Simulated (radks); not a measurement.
The numbers below are computed, except where a source is named.
All-electron atom: Si4+ in [He] 2s1.5 2p6 3p0.5 (fractional occupations, a model configuration).

Code: a radial shooting solver on a logarithmic mesh with Libxc functionals. Model: scalar-relativistic Kohn-Sham, SCAN, spin-polarised, spherical densities, finite nucleus; open shells are filled with parallel spins first; meta-GGA in the generalised Kohn-Sham scheme; Fermi nuclear charge, rms radius 3.1224 fm.

Energy parts (eV):
| part | energy |
|---|---|
| total | -7709.684 |
| kinetic | 7731.289 |
| electron-nucleus | -17791.216 |
| Hartree | 2869.386 |
| exchange-correlation | -519.143 |

Orbitals (lengths in bohr, moments of r in powers of bohr):
orbital  occ.  eigenvalue (eV)   <1/r>
1s up       1        -1867.293   13.64
1s down     1        -1866.187   13.64
2s up       1        -207.3792   2.638
2s down   0.5        -205.3582   2.629
2p up       3        -161.9671   2.519
2p down     3        -159.8965   2.517
3p up     0.5         -44.1740  0.7233

The highest occupied level is 3p up at -44.174 eV. Summed over all electrons, <r^2> = 4.602 bohr^2, which gives a Langevin (diamagnetic) susceptibility term of -3.64 x 10^-6 cm^3/mol. The density falls to 0.001 e/bohr^3 at r = 2.79 bohr. Spin moment in Bohr magnetons: 1.

Empty levels of this run are not shown, since the potential may be unsettled where no density lies.
